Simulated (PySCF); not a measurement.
**Orbital energies and ionisation energy**

Compound: C4H8FN2PSi.
Structure used (PBE0-D3(BJ)/def2-SVP), in Å, numbered top down from 1:
```
atom  x, y, z in Å
C1    -0.8694    1.6885    1.0385
Si2   -0.8932   -0.0697    0.4262
C3    -1.9322   -0.3100   -1.1000
N4     0.8071   -0.5220   -0.0038
C5     1.5900   -1.4927    0.5114
P6     3.1575   -1.5798   -0.2168
C7     2.5681   -0.2195   -1.2062
F8     3.2764    0.3781   -2.1457
N9     1.3579    0.2098   -0.9850
H10   -0.4635    2.3434    0.2523
H11   -1.8823    2.0354    1.2949
H12   -0.2332    1.7849    1.9314
H13   -1.2307   -1.0432    1.5068
H14   -1.9358   -1.3648   -1.4133
H15   -1.5151    0.2934   -1.9210
H16   -2.9729    0.0057   -0.9270
H17    1.1841   -2.1135    1.3125
```

Level: CAM-B3LYP/def2-SVPD (PySCF). Frontier orbitals with their largest atomic shares (Löwdin; up to four atoms above 4 %):

| orbital | ε (eV) | main atoms |
| --- | --- | --- |
| HOMO−3 | -10.63 | P6 23 %, N9 22 %, N4 14 %, C5 12 % |
| HOMO−2 | -9.52 | P6 48 %, N9 27 %, C7 10 %, C5 6 % |
| HOMO−1 | -9.13 | N9 29 %, C5 21 %, N4 17 %, C7 15 % |
| HOMO | -8.16 | ? |
| LUMO | 0.30 | P6 32 %, C5 31 %, N4 18 %, C7 6 % |
| LUMO+1 | 1.05 | Si2 26 %, C1 13 %, C3 12 %, H11 8 % |
| LUMO+2 | 1.43 | C5 17 %, H17 17 %, Si2 17 %, H13 13 % |

Q: What vertical ionisation energy does ΔSCF give, and how far is −ε(HOMO) from it?

A: ΔSCF: 8.88 eV (857 kJ/mol; threshold wavelength 140 nm); ⟨S²⟩ of the doublet left behind is 0.772, against 0.75 for a pure doublet. −ε(HOMO) is 8.16 eV, 0.72 eV below it. For the exact functional −ε(HOMO) would equal the first vertical ionisation energy; CAM-B3LYP (range-separated hybrid) falls short of its own ΔSCF value by 8 %.

Q: On which atoms does the HOMO lie?

A: P6 (phosphorus bonded to 2 C) 40 %, C5 (aromatic CH next to a ring nitrogen) 16 %, C7 (aromatic C–F carbon) 16 %, N4 (pyrrole-type nitrogen) 15 %. The HOMO−1 lies 0.97 eV lower.

Q: What total energies stand behind the ΔSCF value?

A: E(N) = -996.85447 Eh and E(N − 1) = -996.52806 Eh at the same geometry, 0.32641 Eh apart.

Q: With α = 109.9 au, estimate the like-pair dispersion coefficient by London's formula C6 = (3/4)α²I.

A: I = 0.3264 Eh, so C6 ≈ 2960 au, a rough estimate.

Q: What kinetic energy would electrons from this vertical process carry with He II light (40.814 eV)?

A: 40.81 − 8.88 = 31.93 eV.

Q: How many of the 10 lowest singlet excitations (vertical TDDFT, same level) lie below the ionisation energy?

A: All 10; they run from 5.50 to 7.50 eV.

One conformer (not necessarily the lowest) at the PBE0-D3(BJ)/def2-SVP geometry, without solvent, vibrations or thermal averaging.
